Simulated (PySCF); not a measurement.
C3H11NSi2.
Cartesian coordinates in Å at the PBE0-D3(BJ)/def2-SVP level; atoms count from 1:
```
atom  x, y, z in Å
Si1    3.462    0.304   -0.216
Si2    1.536    0.151    1.114
N3     0.214    0.792    0.178
C4    -1.140    0.762    0.632
C5    -2.219    0.410   -0.350
C6    -1.830   -0.568    0.718
H7     3.319   -0.533   -1.448
H8     3.683    1.723   -0.641
H9     4.669   -0.153    0.540
H10    1.785    0.852    2.422
H11    1.249   -1.278    1.449
H12    0.414    1.574   -0.437
H13   -1.421    1.491    1.408
H14   -3.181    0.923   -0.269
H15   -1.895    0.192   -1.370
H16   -1.249   -1.441    0.410
H17   -2.516   -0.743    1.550
```

Theory: PBE0-D3(BJ)/def2-SVP geometry optimisation, gas phase in PySCF 2.14.0.

Take the most abundant isotopes and a rigid rotor. The values belong to one conformer with, in the numbering `[SiH3:1][SiH2:2][NH:3][CH:4]1[CH2:5][CH2:6]1`, Si1–Si2–N3–C4 175°, Si2–N3–C4–C5 -138°.

Give the principal moments of inertia and the rotational constants in cm⁻¹.

Ia = 78.60, Ib = 556.46, Ic = 584.02 u·Å²; 505379 MHz·u·Å²/I gives 6430, 908.2 and 865.3 MHz, that is A = 0.21447, B = 0.03029, C = 0.02886 cm⁻¹.

Classify the top.

A near-prolate asymmetric top; Ray's κ = -0.985.

Is it planar, by Δ = Ic − Ia − Ib?

Not planar: Δ = Ic − Ia − Ib = -51.04 u·Å². For a rigid frame Δ = −2 Σ m c², so Σ m c² = 25.52 u·Å² lies off the ab plane: 12.50 from hydrogen and 13.02 from heavier atoms. The atom farthest from that plane is 1.60 Å away.

Give the other two planar moments, Paa and Pbb, and the rms extents of the mass along the axes.

Paa = Σ m a² = (Ib + Ic − Ia)/2 = 530.94 and Pbb = Σ m b² = (Ia + Ic − Ib)/2 = 53.08 u·Å². With the mass M = 117.04 u, the rms extents √(P/M) along a, b and c are 2.13, 0.67, 0.47 Å.

Where do the levels up to J = 3 lie, in cm⁻¹?

Above 0(0,0):
J = 1: 1(0,1) 0.0592, 1(1,1) 0.2433, 1(1,0) 0.2448
J = 2: 2(0,2) 0.1775, 2(1,2) 0.3602, 2(1,1) 0.3645, 2(2,1) 0.9170, 2(2,0) 0.9170
J = 3: 3(0,3) 0.3549, 3(1,3) 0.5355, 3(1,2) 0.5441, 3(2,2) 1.0945, 3(2,1) 1.0945, 3(3,1) 2.0190, 3(3,0) 2.0190

Which lines would a microwave search look for?

The dipole components are |μa| = 0.89 D, |μb| = 0.49 D, |μc| = 0.57 D. Intensities carry the squares of the components, which stand as 1.00 : 0.31 : 0.42 (a : b : c). Some lines, for components of 0.1 D or more:

```json
{"type": "a", "branch": "R", "J(Ka,Kc)": "3(1,3) ← 2(1,2)", "MHz": "5256", "lower level (cm⁻¹)": "0.360"}
{"type": "a", "branch": "R", "J(Ka,Kc)": "3(2,2) ← 2(2,1)", "MHz": "5321", "lower level (cm⁻¹)": "0.917"}
{"type": "a", "branch": "R", "J(Ka,Kc)": "3(2,1) ← 2(2,0)", "MHz": "5322", "lower level (cm⁻¹)": "0.917"}
{"type": "a", "branch": "R", "J(Ka,Kc)": "3(1,2) ← 2(1,1)", "MHz": "5385", "lower level (cm⁻¹)": "0.365"}
{"type": "c", "branch": "Q", "J(Ka,Kc)": "2(1,2) ← 2(0,2)", "MHz": "5479", "lower level (cm⁻¹)": "0.177"}
{"type": "c", "branch": "Q", "J(Ka,Kc)": "1(1,1) ← 1(0,1)", "MHz": "5521", "lower level (cm⁻¹)": "0.059"}
{"type": "b", "branch": "Q", "J(Ka,Kc)": "3(1,2) ← 3(0,3)", "MHz": "5672", "lower level (cm⁻¹)": "0.355"}
{"type": "b", "branch": "Q", "J(Ka,Kc)": "4(1,3) ← 4(0,4)", "MHz": "5760", "lower level (cm⁻¹)": "0.591"}
{"type": "a", "branch": "R", "J(Ka,Kc)": "4(1,4) ← 3(1,3)", "MHz": "7008", "lower level (cm⁻¹)": "0.536"}
{"type": "a", "branch": "R", "J(Ka,Kc)": "4(2,3) ← 3(2,2)", "MHz": "7094", "lower level (cm⁻¹)": "1.095"}
{"type": "a", "branch": "R", "J(Ka,Kc)": "4(3,2) ← 3(3,1)", "MHz": "7095", "lower level (cm⁻¹)": "2.019"}
{"type": "c", "branch": "R", "J(Ka,Kc)": "3(1,2) ← 2(0,2)", "MHz": "10992", "lower level (cm⁻¹)": "0.177"}
{"type": "c", "branch": "Q", "J(Ka,Kc)": "4(2,3) ← 4(1,3)", "MHz": "16415", "lower level (cm⁻¹)": "0.784"}
{"type": "c", "branch": "Q", "J(Ka,Kc)": "3(2,2) ← 3(1,2)", "MHz": "16500", "lower level (cm⁻¹)": "0.544"}
{"type": "b", "branch": "Q", "J(Ka,Kc)": "3(2,1) ← 3(1,2)", "MHz": "16501", "lower level (cm⁻¹)": "0.544"}
{"type": "b", "branch": "Q", "J(Ka,Kc)": "4(2,3) ← 4(1,4)", "MHz": "16843", "lower level (cm⁻¹)": "0.769"}
{"type": "b", "branch": "R", "J(Ka,Kc)": "2(2,0) ← 1(1,1)", "MHz": "20197", "lower level (cm⁻¹)": "0.243"}
{"type": "c", "branch": "R", "J(Ka,Kc)": "3(2,1) ← 2(1,1)", "MHz": "21886", "lower level (cm⁻¹)": "0.365"}
{"type": "c", "branch": "R", "J(Ka,Kc)": "3(2,2) ← 2(1,2)", "MHz": "22013", "lower level (cm⁻¹)": "0.360"}
{"type": "c", "branch": "Q", "J(Ka,Kc)": "3(3,1) ← 3(2,1)", "MHz": "27713", "lower level (cm⁻¹)": "1.095"}
{"type": "b", "branch": "Q", "J(Ka,Kc)": "3(3,1) ← 3(2,2)", "MHz": "27714", "lower level (cm⁻¹)": "1.095"}
{"type": "b", "branch": "R", "J(Ka,Kc)": "3(3,1) ← 2(2,0)", "MHz": "33035", "lower level (cm⁻¹)": "0.917"}
{"type": "b", "branch": "R", "J(Ka,Kc)": "4(3,2) ← 3(2,1)", "MHz": "34808", "lower level (cm⁻¹)": "1.095"}
{"type": "c", "branch": "R", "J(Ka,Kc)": "4(3,1) ← 3(2,1)", "MHz": "34808", "lower level (cm⁻¹)": "1.095"}
{"type": "c", "branch": "R", "J(Ka,Kc)": "4(3,2) ← 3(2,2)", "MHz": "34809", "lower level (cm⁻¹)": "1.095"}
{"type": "b", "branch": "R", "J(Ka,Kc)": "4(4,1) ← 3(3,0)", "MHz": "45894", "lower level (cm⁻¹)": "2.019"}
```

Estimate the classical rotational partition function at 10 K, 50 K and 500 K.

Point group C1, symmetry number σ = 1; q = (√π/σ)·√((kT/h)³/(ABC)), k/h = 20836.6 MHz/K: 2370 at 10 K, 26500 at 50 K, 838000 at 500 K.

No frequency check. These are rigid-rotor constants of the computed structure; measured ground-state constants (B0) also hold zero-point vibration. A rigid rotor knows nothing of inversion at nitrogen or internal rotation, which can split or shift real lines. Quadrupole hyperfine structure (14N) is left out.
